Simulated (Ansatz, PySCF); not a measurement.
Gas-phase reaction (SMILES): O=BOB=O + 6 [H][H] (H2) -> 2 B (BH3) + 3 O (H2O); energy of full hydrogenation.

Each molecule is optimised on its own at B3LYP-D3(BJ)/def2-TZVP (Ansatz, a first-principles code), one conformer each, not searched for the lowest. Correlated levels leave the core frozen unless marked. Spin-orbit coupling is left out. No relativistic terms. Basis-set limits of correlation are two-point, X^-3; Hartree-Fock from the larger set. [CCSD(T)-MP2]/basis is that difference in the basis named. Thermal terms are rigid-rotor harmonic-oscillator values from B3LYP-D3(BJ) frequencies (PySCF) at 298.15 K and 1 atm. 1 Eh = 627.5095 kcal/mol.

| species | E, RI-MP2/CBS(aug-cc-pVTZ,aug-cc-pVQZ)+[CCSD(T)-MP2]/aug-cc-pVTZ (Ansatz) (Eh) | E, PBE-D3(BJ)/def2-TZVPD (Ansatz + dftd3) (Eh) | H - E (Eh) | G - E (Eh) |
|---|---|---|---|---|
| O=BOB=O | -275.26839 | -275.34751 | 0.02450 | -0.00785 |
| [H][H] (H2) | -1.17524 | -1.16598 | 0.01336 | -0.00144 |
| B (BH3) | -26.55177 | -26.55313 | 0.03008 | 0.00872 |
| O (H2O) | -76.37791 | -76.38147 | 0.02495 | 0.00353 |

Work out ΔE and ΔH, ΔG, ΔS and the equilibrium constant at 298.15 K at the first level, then ΔH at the second.


1. ΔE = [2×(-26.55177) + 3×(-76.37791)] - [(-275.26839) + 6×(-1.17524)] = 0.08256 Eh = 51.8 kcal/mol at RI-MP2/CBS(aug-cc-pVTZ,aug-cc-pVQZ)+[CCSD(T)-MP2]/aug-cc-pVTZ.
2. The terms H - E add up to 0.03035 Eh, so ΔH = (0.08256 + (0.03035))×627.5095 = 70.9 kcal/mol.
3. The terms G - E add up to 0.04452 Eh, so ΔG = 79.7 kcal/mol, and ΔS = (0.03035 - (0.04452))×627509.5/298.15 = -29.8 cal/(mol K).
4. log10 K = -ΔG/(RT ln 10) = -58.4, with RT ln 10 = 1.3642 kcal/mol.
5. At PBE-D3(BJ)/def2-TZVPD the same steps give ΔE = 58.2 and ΔH = 77.2 kcal/mol, a shift of +6.3 from the first level.
6. These values are not checked against measurement here, since the tables used lack a sound gas-phase enthalpy of formation for at least one species.
